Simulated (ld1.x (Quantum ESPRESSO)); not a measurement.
## What one change does to a pseudopotential (bismuth (Bi), TM)

| Item | Value |
| --- | --- |
| Element | Bi (Z = 83) |
| Generator | ld1.x (Quantum ESPRESSO) 7.5 |
| Type | norm-conserving Troullier–Martins (Kleinman–Bylander form) |
| Functional | PBE |
| Relativity | non-relativistic |
| Frozen core | [Xe] 4f14 |
| Valence charge | 15 |
| Reference configuration | 5d10 6s2 6p1.5 (charge +1.5) |
| Partial waves | 6s (bound): rc 2.00 bohr; 5d (bound): rc 1.15 bohr; 6p (bound): rc 2.35 bohr |
| Local potential | the p channel |
| Core correction | Bessel-smoothed model core inside 0.95 bohr |

Change: all radii but the core radius scaled by about 1.28 (s 2.56, p 3.02, d 1.48 bohr).

Cutoffs: the cutoffs (Ry, on a coarse ladder) from which the occupation-weighted sum of valence levels, in a spherical-Bessel basis at the reference potential, stays within 10 and 1 mRy of its value at 400 Ry; they do not see the model core or the augmentation charge, which bear on the density cutoff. Errors are all-electron minus pseudo energies relative to the spin-unpolarised reference configuration.

**Question.** Predict the effect on cutoff, ghosts and configuration errors.

**Answer.** The potential gets softer (100 Ry and 140 Ry → 55 Ry and 100 Ry); of the 7 tests that both files solve, the error grows in 6 and shrinks in 1 by more than 15 % and 0.3 meV (median size 3.4 → 9.8 meV); neither file shows a bound ghost. A larger radius leaves more room for a smooth pseudo-wave, so fewer plane waves are needed.

| quantity | base | changed |
| --- | --- | --- |
| cutoff, loose | 100 Ry | 55 Ry |
| cutoff, tight | 140 Ry | 100 Ry |
| loose cutoff by channel (10 mRy a level) | s 18 Ry, d 50 Ry, p 10 Ry | s 8 Ry, d 50 Ry, p 8 Ry |
| bound ghosts | none | none |
| error for 5d10 6s2 6p3, meV [ΔE -14.68 eV] | +4.5 | +11 |
| error for 5d10 6s2 6p2, meV [ΔE -6.65 eV] | +0.6 | +1.5 |
| error for 5d10 6s2 6p1, meV [ΔE 8.54 eV] | +0.7 | +1.5 |
| error for 5d10 6s2 6p3.3, meV [ΔE -15.83 eV] | +6.0 | +15 |
| error for 5d9 6s2 6p4, meV [ΔE 13.41 eV] | -434 | -342 |
| error for 5d10 6s2 6p2.5, meV [ΔE -11.51 eV] | +2.3 | +5.6 |
| error for 5d10 6s2 6p0, meV [ΔE 31.58 eV] | +3.4 | +9.8 |
